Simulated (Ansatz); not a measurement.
A trace of molecular dynamics of CH6O2Si (10 atoms, charge 0, multiplicity 1).

The calculation used Ansatz, RKS r2SCAN-D4/6-31G.

```
ensemble        : NVT, Nosé–Hoover chain
set temperature : 3000 K
thermostat      : time constant 3 fs, chain length 1
seed            : 476757
```

```json
{"time (fs)": "0", "T (K)": "3000", "potential energy less start (eV)": "0.000", "conserved less start (meV/atom)": "0.00"}
{"time (fs)": "3", "T (K)": "2232", "potential energy less start (eV)": "1.055", "conserved less start (meV/atom)": "1.42"}
{"time (fs)": "6", "T (K)": "3148", "potential energy less start (eV)": "1.476", "conserved less start (meV/atom)": "1.76"}
{"time (fs)": "9", "T (K)": "3908", "potential energy less start (eV)": "2.125", "conserved less start (meV/atom)": "2.93"}
{"time (fs)": "12", "T (K)": "2971", "potential energy less start (eV)": "2.232", "conserved less start (meV/atom)": "1.50"}
{"time (fs)": "15", "T (K)": "1690", "potential energy less start (eV)": "2.998", "conserved less start (meV/atom)": "1.73"}
{"time (fs)": "18", "T (K)": "3125", "potential energy less start (eV)": "2.674", "conserved less start (meV/atom)": "0.58"}
{"time (fs)": "21", "T (K)": "4350", "potential energy less start (eV)": "3.351", "conserved less start (meV/atom)": "1.42"}
{"time (fs)": "24", "T (K)": "2713", "potential energy less start (eV)": "4.486", "conserved less start (meV/atom)": "3.28"}
{"time (fs)": "27", "T (K)": "1730", "potential energy less start (eV)": "5.143", "conserved less start (meV/atom)": "2.95"}
{"time (fs)": "30", "T (K)": "3107", "potential energy less start (eV)": "5.108", "conserved less start (meV/atom)": "2.37"}
{"time (fs)": "33", "T (K)": "4981", "potential energy less start (eV)": "5.128", "conserved less start (meV/atom)": "1.26"}
{"time (fs)": "36", "T (K)": "2721", "potential energy less start (eV)": "6.284", "conserved less start (meV/atom)": "4.75"}
{"time (fs)": "39", "T (K)": "2134", "potential energy less start (eV)": "6.111", "conserved less start (meV/atom)": "3.77"}
{"time (fs)": "42", "T (K)": "4308", "potential energy less start (eV)": "4.367", "conserved less start (meV/atom)": "2.10"}
{"time (fs)": "45", "T (K)": "2848", "potential energy less start (eV)": "5.068", "conserved less start (meV/atom)": "3.87"}
{"time (fs)": "48", "T (K)": "2546", "potential energy less start (eV)": "4.176", "conserved less start (meV/atom)": "3.01"}
{"time (fs)": "51", "T (K)": "1821", "potential energy less start (eV)": "4.724", "conserved less start (meV/atom)": "4.33"}
{"time (fs)": "54", "T (K)": "4463", "potential energy less start (eV)": "3.145", "conserved less start (meV/atom)": "1.60"}
{"time (fs)": "57", "T (K)": "3439", "potential energy less start (eV)": "3.571", "conserved less start (meV/atom)": "1.81"}
{"time (fs)": "60", "T (K)": "2050", "potential energy less start (eV)": "3.749", "conserved less start (meV/atom)": "2.13"}
{"time (fs)": "63", "T (K)": "2262", "potential energy less start (eV)": "3.749", "conserved less start (meV/atom)": "2.23"}
{"time (fs)": "66", "T (K)": "3672", "potential energy less start (eV)": "4.076", "conserved less start (meV/atom)": "2.76"}
{"time (fs)": "69", "T (K)": "4525", "potential energy less start (eV)": "3.671", "conserved less start (meV/atom)": "1.00"}
{"time (fs)": "72", "T (K)": "2469", "potential energy less start (eV)": "4.296", "conserved less start (meV/atom)": "2.21"}
{"time (fs)": "75", "T (K)": "2586", "potential energy less start (eV)": "3.795", "conserved less start (meV/atom)": "3.13"}
{"time (fs)": "78", "T (K)": "4262", "potential energy less start (eV)": "1.857", "conserved less start (meV/atom)": "0.94"}
{"time (fs)": "81", "T (K)": "2263", "potential energy less start (eV)": "2.391", "conserved less start (meV/atom)": "1.70"}
```

Question: Can this run be trusted? Judge the integration.

Answer: The conserved energy wandered by up to 6.6 meV per atom (net 1.8 meV per atom), which is poor conservation. A run of 0.083 ps of so small a system gives no equilibrium averages. Limits of this set-up: no polarisation functions. The time step was 0.5 fs.

Time of the run: 8.4 min on 1 thread of Arm Neoverse V2, with other jobs on the host, peak memory 0.12 GiB.
